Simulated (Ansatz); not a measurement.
A run on C2H7BO3 (`CCOB(O)O`) with other settings.

```yaml
crystal:
  periodic: [false, false, false]
  atoms:
    - {symbol: C, position_ang: [-0.955237, -1.059498, 1.666606]}
    - {symbol: C, position_ang: [-0.175889, -0.019712, 0.902671]}
    - {symbol: O, position_ang: [-0.161735, -0.377236, -0.469124]}
    - {symbol: B, position_ang: [0.488538, 0.386167, -1.379905]}
    - {symbol: O, position_ang: [0.438895, -0.051975, -2.677126]}
    - {symbol: O, position_ang: [1.140277, 1.521721, -0.957626]}
    - {symbol: H, position_ang: [-1.981461, -1.119363, 1.298621]}
    - {symbol: H, position_ang: [-0.495508, -2.043688, 1.556206]}
    - {symbol: H, position_ang: [-0.982342, -0.806934, 2.729210]}
    - {symbol: H, position_ang: [0.850918, 0.048667, 1.278070]}
    - {symbol: H, position_ang: [-0.630041, 0.970071, 1.021909]}
    - {symbol: H, position_ang: [0.900563, 0.496180, -3.311013]}
    - {symbol: H, position_ang: [1.583322, 2.020899, -1.643797]}
basis:
  gaussian: {orbitals: cc-pVDZ}
total_charge: -1
magnetization: {spin_polarized: true, initial_magnetization: 1}
hamiltonian: {xc: {name: r2SCAN50}}
output: {forces: true}
```

```sh
$ ansatz run in.yaml --threads 4 --pin off --events-out ev --progress --plain --max-ram 10444MiB
```

Shortened log:

```
Functional definition: r2SCAN50
1079 factors; integrals over basis functions are off by at most 1.3e-3 eV
mean field evaluation 1: about -8997.0690 eV, gradient 2.8e1 eV
mean field evaluation 2: about -8997.9926 eV, gradient 2.6e1 eV
mean field evaluation 4: about -9000.2720 eV, gradient 1.2e0 eV
mean field evaluation 8: about -9000.4448 eV, gradient 8.7e-2 eV
mean field evaluation 16: about -9000.4452 eV, gradient 2.6e-3 eV
mean field -9000.44516978 eV, -330.7602592685 hartree, gradient 2.1e-5 eV, S^2 0.750904; 2 other end points of the search recorded, 0 dependent functions left out
reference -9000.44517744 eV, -330.7602595500 hartree; 25, 24 occupied and 94, 95 virtual orbitals, 1079 factors
Total energy: -9000.44517744 eV, -330.7602595500 hartree
Atom 0 at    -0.955237    -1.059498     1.666606 Å, force     0.099375     0.127420    -0.123883 eV/Å
Atom 1 at    -0.175889    -0.019712     0.902671 Å, force     0.064654    -0.204725    -1.095991 eV/Å
Atom 2 at    -0.161735    -0.377236    -0.469124 Å, force    -0.829930    -0.782926     1.874417 eV/Å
Atom 3 at     0.488538     0.386167    -1.379905 Å, force     1.442629     1.745177    -1.826371 eV/Å
Atom 4 at     0.438895    -0.051975    -2.677126 Å, force    -1.383518    -1.687679     1.716383 eV/Å
Atom 5 at     1.140277     1.521721    -0.957626 Å, force    -1.556784    -1.763587     2.390419 eV/Å
Atom 6 at    -1.981461    -1.119363     1.298621 Å, force     0.004350    -0.022993    -0.025070 eV/Å
Atom 7 at    -0.495508    -2.043688     1.556206 Å, force    -0.015569    -0.009308    -0.028859 eV/Å
Atom 8 at    -0.982342    -0.806934     2.729210 Å, force    -0.020136    -0.005392     0.096234 eV/Å
Atom 9 at     0.850918     0.048667     1.278070 Å, force    -0.003920     0.069147     0.019735 eV/Å
Atom 10 at    -0.630041     0.970071     1.021909 Å, force     0.056485     0.030414     0.035043 eV/Å
Atom 11 at     0.900563     0.496180    -3.311013 Å, force     1.248905     1.776186    -0.636362 eV/Å
Atom 12 at     1.583322     2.020899    -1.643797 Å, force     0.893460     0.728267    -2.395695 eV/Å
Dipole moment:    -0.665516    -0.633588     1.485462 e Å
```

Hardware: 4 threads of an Arm Neoverse V1 on a shared host. Wall time 6.5 s, peak host memory 0.48 GiB.
